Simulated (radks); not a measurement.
Spherical jellium clusters: N electrons in a uniform positive sphere of charge N and radius rs N^(1/3), rs = 3.59 bohr. Level of theory: non-relativistic Kohn-Sham, PBEsol, spin-polarised, spherical densities (a radial shooting solver with Libxc functionals). Levels are named by radial order and angular momentum (1s, 1p, 1d, 2s, ...), and open shells are averaged over m. Each electron was tried in the lowest free levels, single moves between levels near the top were tried too, and the lowest total energy was kept; such a search can miss a lower state. Energies include the self-energy of the background; IP and EA are vertical (highest electron removed, lowest free level filled), at fixed background; spill-out counts the electrons outside the background radius R, and alpha is the static dipole polarisability from linear response (closed shells only). A dash means not computed or, for alpha, an open shell; in EA it means that no bound solution was reached, which is typical of self-interaction and does not show that the anion is unstable. Real open-shell clusters deform, which this model forbids.

\begin{tabular}{lrrrrrr}
N & open shells & 2S & E/N (eV) & E(N+1) + E(N-1) - 2E(N) (eV) & IP (eV) & spill-out (e) \\ \hline
1 & 1s(up 1, down 0) & 1 & -1.198 & - & - & 0.41 \\
2 & none & 0 & -1.642 & 1.210 & 5.634 & 0.59 \\
3 & 1p(up 1, down 0) & 1 & -1.386 & -0.741 & 4.007 & 0.91 \\
4 & 1p(up 2, down 0) & 2 & -1.444 & -0.520 & 4.662 & 1.10 \\
5 & 1p(up 3, down 0) & 3 & -1.582 & 0.449 & 5.019 & 1.23 \\
6 & 1p(up 3, down 1) & 2 & -1.600 & -0.499 & 4.420 & 1.38 \\
7 & 1p(up 3, down 2) & 1 & -1.683 & -0.333 & 4.830 & 1.50 \\
8 & none & 0 & -1.788 & 1.435 & 5.074 & 1.60 \\
9 & 1d(up 1, down 0) & 1 & -1.710 & -0.323 & 3.557 & 1.80 \\
10 & 1d(up 2, down 0) & 2 & -1.679 & -0.271 & 3.868 & 1.95 \\
11 & 1d(up 3, down 0) & 3 & -1.679 & -0.231 & 4.106 & 2.08 \\
12 & 1d(up 4, down 0) & 4 & -1.698 & -0.198 & 4.294 & 2.19 \\
13 & 1d(up 5, down 0) & 5 & -1.730 & 0.455 & 4.447 & 2.29 \\
14 & 1d(up 5, down 0) 2s(up 1, down 0) & 6 & -1.724 & -0.212 & 3.948 & 2.54 \\
15 & 1d(up 5, down 2) & 3 & -1.734 & -0.213 & 4.146 & 2.50 \\
16 & 1d(up 5, down 3) & 2 & -1.755 & -0.168 & 4.314 & 2.59 \\
17 & 1d(up 5, down 4) & 1 & -1.784 & -0.145 & 4.450 & 2.68 \\
18 & none & 0 & -1.818 & 0.188 & 4.564 & 2.76 \\
19 & 2s(up 1, down 0) & 1 & -1.838 & 0.294 & 4.347 & 2.93 \\
20 & none & 0 & -1.841 & 0.543 & 4.054 & 3.15 \\
21 & 1f(up 1, down 0) & 1 & -1.819 & -0.153 & 3.536 & 3.25 \\
22 & 1f(up 2, down 0) & 2 & -1.805 & -0.139 & 3.671 & 3.34 \\
23 & 1f(up 3, down 0) & 3 & -1.798 & -0.127 & 3.791 & 3.43 \\
24 & 1f(up 4, down 0) & 4 & -1.798 & -0.116 & 3.897 & 3.51 \\
25 & 1f(up 5, down 0) & 5 & -1.802 & -0.107 & 3.991 & 3.58 \\
26 & 1f(up 6, down 0) & 6 & -1.810 & -0.099 & 4.076 & 3.65 \\
27 & 1f(up 7, down 0) & 7 & -1.821 & 0.387 & 4.153 & 3.72 \\
28 & 1f(up 7, down 1) & 6 & -1.817 & -0.120 & 3.746 & 3.80 \\
29 & 1f(up 7, down 2) & 5 & -1.818 & -0.109 & 3.851 & 3.87 \\
30 & 1f(up 7, down 3) & 4 & -1.822 & -0.099 & 3.945 & 3.94 \\
31 & 1f(up 7, down 4) & 3 & -1.829 & -0.091 & 4.029 & 4.01 \\
32 & 1f(up 7, down 5) & 2 & -1.839 & -0.084 & 4.105 & 4.08 \\
33 & 1f(up 7, down 6) & 1 & -1.851 & - & 4.174 & 4.14 \\
\end{tabular}

All shells are closed at N = 2, 8, 18, 20 (there: 1s2 1p6 1d10 2s2); the second difference of the energy has clear peaks (12 % above both neighbours; the first and last values, which can be the largest, are not judged, and half-filled shells can peak too) at N = 5, 8, 13, 20, 27.
